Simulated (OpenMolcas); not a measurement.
HfO at 1.718 Å: OpenMolcas input and output

Input (each module block was a call of its own in one work directory; start orbitals came from a preliminary run):

```
&GATEWAY
Coord
2
angstrom
Hf 0.0 0.0 0.0
O 0.0 0.0 1.7180
Basis=ANO-RCC-VDZP
Group=XY
RX2C
AMFI
ANGMom
0.0 0.0 0.0
RICD
&SEWARD
&GUESSORB
&RASSCF
FileOrb=$CurrDir/o11.orb
Symmetry=1
Spin=1
nActEl=8 0 0
Inactive=20 16
RAS2=5 4
CIRoot=3 3 1
Linear
Iterations=120 100
OrbListing=Nothing
PRWF=0.15
>>COPY $Project.RasOrb $CurrDir/o11.orb
>>COPY $Project.rasscf.h5 $CurrDir/r11.h5
&CASPT2
XMultistate=all
Imaginary=0.2
IPEA=0.25
MaxIter=40
>>COPY $Project.JobMix JOB001
&RASSCF
FileOrb=$CurrDir/o31.orb
Symmetry=1
Spin=3
nActEl=8 0 0
Inactive=20 16
RAS2=5 4
CIRoot=2 2 1
Linear
Iterations=120 100
OrbListing=Nothing
PRWF=0.15
>>COPY $Project.RasOrb $CurrDir/o31.orb
>>COPY $Project.rasscf.h5 $CurrDir/r31.h5
&CASPT2
XMultistate=all
Imaginary=0.2
IPEA=0.25
MaxIter=40
>>COPY $Project.JobMix JOB002
```

```bash
pymolcas m.inp
```

RASSCF and CASPT2 output of these blocks, in excerpt:

```
++    Wave function specifications:
      Number of closed shell electrons          72
      Number of electrons in active shells       8
      Number of inactive orbitals               36
      Number of active orbitals                  9
      Number of secondary orbitals              37
      Spin quantum number                      0.0
      State symmetry                             1
++    Orbital specifications:
      Symmetry species                           1   2
                                                 a   b
      Frozen orbitals                            0   0
      Inactive orbitals                         20  16
      Active orbitals                            5   4
      RAS2 orbitals                              5   4
      Secondary orbitals                        19  18
      Number of basis functions                 44  38
      printout of CI-coefficients larger than  0.15 for root  1
      energy=  -15149.916361
      conf/sym  11111 2222     Coeff  Weight
          2171  02002 2200  -0.94921 0.90099
      printout of CI-coefficients larger than  0.15 for root  2
      energy=  -15149.844494
      conf/sym  11111 2222     Coeff  Weight
          1551  02u0d 2200  -0.16636 0.02768
          1761  020ud 2200  -0.95224 0.90675
      printout of CI-coefficients larger than  0.15 for root  3
      energy=  -15149.844494
      conf/sym  11111 2222     Coeff  Weight
          1551  02u0d 2200  -0.95224 0.90675
          1761  020ud 2200   0.16636 0.02768
      Natural orbitals and occupation numbers for root  1
      sym 1:   0.039372   1.961840   0.034449   0.034449   1.929950
      sym 2:   1.951074   1.951074   0.048895   0.048895
      Natural orbitals and occupation numbers for root  2
      sym 1:   0.038746   1.960950   0.000736   0.999551   0.999698
      sym 2:   1.952104   1.952104   0.048055   0.048055
      Natural orbitals and occupation numbers for root  3
      sym 1:   0.038746   1.960950   0.999551   0.000736   0.999698
      sym 2:   1.952104   1.952104   0.048055   0.048055
      RASSCF energy for state  3                 -15149.84449353
::    RASSCF root number  1 Total energy: -15149.91636144
::    RASSCF root number  2 Total energy: -15149.84449353
::    RASSCF root number  3 Total energy: -15149.84449353
      Von Neumann Entropy (Root   1) =  0.72181
++    Wave function specifications:
      Number of closed shell electrons          10
      Number of electrons in active shells       8
      Number of inactive orbitals                5
      Number of active orbitals                  9
      Number of secondary orbitals              37
      Spin quantum number                      0.0
      State symmetry                             1
      Number of CSFs                          2676
      Number of CASSCF root(s) available         3
      CASPT2 state passed to geometry opt.       3
      A file JOBMIX will be created
      This is a MULTI-STATE CASSCF reference
      Number of CI roots used                    3
      These are:                                 1   2   3
      Off-diagonal elements of Heff are computed
  FINAL CASPT2 RESULT:
      Reference energy:      -15149.9163614430
      E2 (Non-variational):      -0.3506704076
      Shift correction:          -0.0039576383
      E2 (Variational):          -0.3546280458
      Total energy:          -15150.2709894888
      Reference weight:           0.91881
  FINAL CASPT2 RESULT:
      Reference energy:      -15149.8444935325
      E2 (Non-variational):      -0.3414345066
      Shift correction:          -0.0019175950
      E2 (Variational):          -0.3433521016
      Total energy:          -15150.1878456341
      Reference weight:           0.93650
  FINAL CASPT2 RESULT:
      Reference energy:      -15149.8444935323
      E2 (Non-variational):      -0.3414290108
      Shift correction:          -0.0019178972
      E2 (Variational):          -0.3433469080
      Total energy:          -15150.1878404403
      Reference weight:           0.93650
       Total XMS-CASPT2 energies:
::    XMS-CASPT2 Root  1     Total energy: -15150.27098960
::    XMS-CASPT2 Root  2     Total energy: -15150.18787602
::    XMS-CASPT2 Root  3     Total energy: -15150.18780994
++    Wave function specifications:
      Number of closed shell electrons          72
      Number of electrons in active shells       8
      Number of inactive orbitals               36
      Number of active orbitals                  9
      Number of secondary orbitals              37
      Spin quantum number                      1.0
      State symmetry                             1
      printout of CI-coefficients larger than  0.15 for root  1
      energy=  -15149.892068
      conf/sym  11111 2222     Coeff  Weight
          2495  02u0u 2200  -0.31100 0.09672
          2711  020uu 2200  -0.91507 0.83734
      printout of CI-coefficients larger than  0.15 for root  2
      energy=  -15149.892068
      conf/sym  11111 2222     Coeff  Weight
          2495  02u0u 2200   0.91507 0.83734
          2711  020uu 2200  -0.31100 0.09672
      Natural orbitals and occupation numbers for root  1
      sym 1:   0.039020   1.960614   0.000578   0.999830   0.999933
      sym 2:   1.951983   1.951983   0.048029   0.048029
      Natural orbitals and occupation numbers for root  2
      sym 1:   0.039020   1.960614   0.999830   0.000578   0.999933
      sym 2:   1.951983   1.951983   0.048029   0.048029
      RASSCF energy for state  2                 -15149.89206754
::    RASSCF root number  1 Total energy: -15149.89206754
::    RASSCF root number  2 Total energy: -15149.89206754
      Von Neumann Entropy (Root   1) =  1.46922
++    Wave function specifications:
      Number of closed shell electrons          10
      Number of electrons in active shells       8
      Number of inactive orbitals                5
      Number of active orbitals                  9
      Number of secondary orbitals              37
      Spin quantum number                      1.0
      State symmetry                             1
      Number of CSFs                          3760
      Number of CASSCF root(s) available         2
      CASPT2 state passed to geometry opt.       2
      A file JOBMIX will be created
      This is a MULTI-STATE CASSCF reference
      Number of CI roots used                    2
      These are:                                 1   2
      Off-diagonal elements of Heff are computed
  FINAL CASPT2 RESULT:
      Reference energy:      -15149.8920675358
      E2 (Non-variational):      -0.3362760216
      Shift correction:          -0.0006298875
      E2 (Variational):          -0.3369059091
      Total energy:          -15150.2289734449
      Reference weight:           0.94904
  FINAL CASPT2 RESULT:
      Reference energy:      -15149.8920675358
      E2 (Non-variational):      -0.3363398548
      Shift correction:          -0.0006300722
      E2 (Variational):          -0.3369699270
      Total energy:          -15150.2290374628
      Reference weight:           0.94902
       Total XMS-CASPT2 energies:
::    XMS-CASPT2 Root  1     Total energy: -15150.22903801
::    XMS-CASPT2 Root  2     Total energy: -15150.22897290
```

Only roots inside an energy window near the equilibrium distance were included, so the list of states is not complete; labels number the states computed. Each spin and symmetry block has orbitals of its own, averaged over its own roots, so gaps between blocks are less sure than gaps within one and near the minimum can be off by tenths of an eV, in bad cases by more. No Rydberg orbitals are active, so Rydberg states, and σ→σ* states whose orbital the CASSCF left unused, can be missing between those listed. CASPT2 splits the two components of degenerate states numerically, here by up to 15 cm⁻¹. No roots were computed in blocks 1b, 3b (none fell in the window or the block failed), so states of that kind are missing and can lie low or lowest. For d and f metals this valence active space lacks a second d shell: the order of states is not reliable within half an eV or more, and the lowest computed state need not be the true ground state.
